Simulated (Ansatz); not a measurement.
Mulliken charges of C$_{2}$H$_{3}$Cl$_{3}$Sn, SMILES `C=[CH][Sn]([Cl])([Cl])[Cl]` from PBE/def2-TZVPP in Ansatz (PBE0-D4/def2-TZVP geometry).

```csv
atom,x (Å),y (Å),z (Å),charge (e)
C1,0.188,-1.690,0.296,-0.155
C2,-0.373,-0.554,0.683,-0.277
Sn3,-0.009,1.229,-0.368,1.050
Cl4,-1.922,2.171,-1.250,-0.309
Cl5,1.426,0.797,-2.125,-0.317
Cl6,0.958,2.870,0.933,-0.309
H7,0.848,-1.751,-0.564,0.101
H8,0.005,-2.617,0.834,0.115
H9,-1.032,-0.503,1.544,0.101
```

Question: By hand: the dipole of these point charges (1 e Å = 4.8032 D).

Answer: Σ q r = (-0.107, -0.633, 0.345) e Å, of length 0.729 e Å = 3.50 D.

Question: How does the dipole of the full density compare? (Best estimate.)

Answer: Ansatz gave: (-0.093, -0.638, 0.326) e Å, 3.47 D; the point charges give 1.01 times that, at 2° from its direction.

Point charges leave out the atoms' own dipoles, such as those of lone pairs, and Mulliken's split depends on the basis, so the close match here is no proof of good charges.
